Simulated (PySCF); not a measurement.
## Spin–spin couplings to the heavy atom in `C#CCBBr`, C3H4BBr

Geometry:
| atom | x (Å) | y (Å) | z (Å) |
| --- | --- | --- | --- |
| C1 | 2.149 | -0.488 | 0.528 |
| C2 | 0.969 | -0.471 | 0.333 |
| C3 | -0.460 | -0.432 | 0.091 |
| B4 | -1.001 | 0.919 | -0.517 |
| Br5 | -2.823 | 1.076 | -0.879 |
| H6 | 3.183 | -0.513 | 0.701 |
| H7 | -0.975 | -0.649 | 1.037 |
| H8 | -0.720 | -1.271 | -0.569 |
| H9 | -0.309 | 1.835 | -0.751 |

Method: indirect couplings at PBE/pcJ-1 (dyall-v2z on Br), no solvent, Gaussian nuclear model, structure from GFN2-xTB; PySCF 2.14.0. The geometry comes from tight binding; its bonds to heavy atoms can be off by up to a tenth of an ångström.

Non-relativistic values:
```json
{"coupling": "1J(79Br,11B)", "atoms": "Br5 – B4", "J (Hz)": "-174.8"}
{"coupling": "2J(79Br,13C)", "atoms": "Br5 – C3", "J (Hz)": "3.6"}
{"coupling": "2J(79Br,1H)", "atoms": "Br5 – H9", "J (Hz)": "32.1"}
{"coupling": "3J(79Br,13C)", "atoms": "Br5 – C2", "J (Hz)": "10.0"}
{"coupling": "4J(79Br,13C)", "atoms": "Br5 – C1", "J (Hz)": "1.3"}
```

Problem. What do scalar relativity and two-component X2C with spin–orbit coupling give?

Solution. 
```tsv
coupling	atoms	scalar (Hz)	with spin–orbit (Hz)
1J(79Br,11B)	Br5 – B4	-205.8	-196.3
2J(79Br,13C)	Br5 – C3	2.7	2.0
2J(79Br,1H)	Br5 – H9	35.6	33.7
3J(79Br,13C)	Br5 – C2	9.9	10.1
4J(79Br,13C)	Br5 – C1	1.3	1.3
```

The largest listed coupling, 1J(79Br,11B), ends at 1.12 times its non-relativistic value: scalar relativity adds -31.0 Hz and spin–orbit coupling +9.5 Hz. Couplings to strongly quadrupolar nuclei (79Br) are seldom resolved in solution.
